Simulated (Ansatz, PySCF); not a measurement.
TiF₄, SMILES [F][Ti]([F])([F])[F], multiplicity 1.

Coordinates come from a B3LYP-D3(BJ)/def2-SVP optimisation. The spin state was assumed, not searched. The isomer is the one that the SMILES or the coordinates give; other isomers of the formula were not compared.

Vertical ionisation energy (IE) and electron affinity (EA) in eV. Rows of orbital energies are one-electron estimates. Where ΔSCF, EOM or ADC give a negative EA the extra electron is unbound and the value depends on the basis.

```
level                                                                             IE          EA
------------------------------------------------------------------------  ----------  ----------
−ε(HOMO), −ε(LUMO), HF/def2-TZVP (PySCF)                                  (withheld)  (withheld)
−ε(HOMO), −ε(LUMO), PBE/def2-TZVP (PySCF)                                      10.44        3.98
ΔSCF, CAM-B3LYP/def2-SVPD (Ansatz), final states of multiplicity 2 and 2       15.53        1.08
ΔSCF, PBE/def2-SVPD (Ansatz), final states of multiplicity 2 and 2             14.13        0.16
```

**Question.** Complete the blanks. (An estimate is asked for; the answer gives what the named calculation found.)

**Answer.** 
- −ε(HOMO), −ε(LUMO), HF/def2-TZVP (PySCF), IE: 18.04
- −ε(HOMO), −ε(LUMO), HF/def2-TZVP (PySCF), EA: -1.48

**Question.** What vertical singlet–triplet gap does ΔSCF give with CAM-B3LYP/def2-SVPD (Ansatz, a first-principles code) and with PBE/def2-SVPD (Ansatz)? (An estimate is asked for; the answer gives what the named calculation found.)

**Answer.** 7.20 and 6.85 eV (triplet above singlet where positive).
